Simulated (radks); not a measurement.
Task: Tl I, 81 electrons, occupied as [Xe] 4f14 5d9 6s2 6p2 (not the ground configuration). All-electron calculation, scalar-relativistic Kohn-Sham, PBE, spin-polarised, spherical densities, point nucleus; open shells are filled with parallel spins first (spin-orbit coupling, left out, can overturn this in heavy ions). Program: a radial shooting solver on a logarithmic mesh with Libxc functionals. Some entries of the table are withheld. Estimate them.

| orbital | occ. | eigenvalue (Ry) | <1/r> (bohr^-1) | <r^2> (bohr^2) |
|---|---|---|---|---|
| 1s up | 1 | -6294.740 | 99.54 | 0.0003685 |
| 1s down | 1 | -6294.739 | 99.54 | 0.0003685 |
| 2s up | 1 | -1121.096 | 23.36 | 0.005602 |
| 2s down | 1 | -1121.089 | 23.36 | 0.005602 |
| 2p up | 3 | -964.0945 | 20.59 | 0.004755 |
| 2p down | 3 | -964.0880 | 20.59 | 0.004755 |
| 3s up | 1 | -267.9100 | 8.656 | 0.03606 |
| 3s down | 1 | -267.9066 | 8.656 | 0.03605 |
| 3p up | 3 | -222.7342 | 7.850 | 0.03727 |
| 3p down | 3 | -222.7304 | 7.850 | 0.03727 |
| 3d up | 5 | -175.9928 | 7.374 | 0.03088 |
| 3d down | 5 | -175.9870 | 7.374 | 0.03088 |
| 4s up | 1 | -60.11609 | 3.721 | 0.1730 |
| 4s down | 1 | -60.10821 | 3.721 | 0.1730 |
| 4p up | 3 | -45.31118 | 3.349 | 0.1981 |
| 4p down | 3 | -45.30369 | 3.349 | 0.1981 |
| 4d up | 5 | -27.97543 | 3.008 | 0.2233 |
| 4d down | 5 | -27.96674 | 3.008 | 0.2232 |
| 5s up | 1 | -10.03795 | 1.553 | 0.8589 |
| 5s down | 1 | -9.99272 | 1.555 | 0.8573 |
| 4f up | 7 | -8.79262 | 2.605 | 0.2628 |
| 4f down | 7 | -8.78132 | 2.606 | 0.2623 |
| 5p up | 3 | -5.98720 | 1.327 | 1.135 |
| 5p down | 3 | -5.93391 | 1.329 | 1.132 |
| 5d up | 5 | -1.47305 | 0.9711 | 2.137 |
| 5d down | 4 | -1.40649 | 0.9755 | 2.112 |
| 6s up | 1 | (1) | 0.5392 | 6.368 |
| 6s down | 1 | (2) | 0.5429 | 6.332 |
| 6p up | 2 | -0.28982 | 0.3758 | 13.14 |
| 6p down | 0 | -0.19241 | 0.3696 | 13.86 |

Result: 
(1) 6s up eigenvalue (Ry): -0.89163
(2) 6s down eigenvalue (Ry): -0.79579
